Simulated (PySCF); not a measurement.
**Potential energy of ZnGe along the bond**

Set-up: basis Zn pcseg-1, Ge pcseg-1; no relativity; PySCF 2.14. Energies in eV from Zn + Ge in their ground configurations at the same level. State: ³Σ⁻ (triplet), unpaired electrons π ↑↑.

```csv
R (Å),PBE0,BLYP
2.132,-0.3646,-0.1276
2.231,-0.6222,-0.4026
2.330,-0.7544,-0.5518
2.405,-0.7973,-0.6073
2.479,-0.8070,-0.6293
2.553,-0.7933,-0.6275
2.652,-0.7512,-0.6008
2.776,-0.6771,-0.5451
2.925,-0.5770,-0.4652
3.123,-0.4475,-0.3596
```

Task: Put a parabola through the three lowest points of the PBE0 curve and estimate Re, k and ωe (reduced mass 34.28 u; 1 eV/Å² = 0.16022 mdyn/Å; ωe = 1302.8·√(k/μ) cm⁻¹).

Result: Through R = 2.405, 2.479, 2.553 Å the second-order coefficient is 2.14 eV/Å², so Re ≈ 2.473 Å, k ≈ 0.685 mdyn/Å and ωe ≈ 184 cm⁻¹. A polynomial fit of higher order to the unrounded PBE0 energies gives Re = 2.468 Å, k = 0.709 mdyn/Å, ωe = 187 cm⁻¹; anharmonicity and rounding make the difference.

The higher-order fit for each curve: PBE0: Re = 2.468 Å, ωe = 187 cm⁻¹, De = 0.81 eV; BLYP: Re = 2.509 Å, ωe = 171 cm⁻¹, De = 0.63 eV.

Spin–orbit coupling is left out. The state is the lowest determinant that a PBE0 search found; another state may lie lower at other levels.
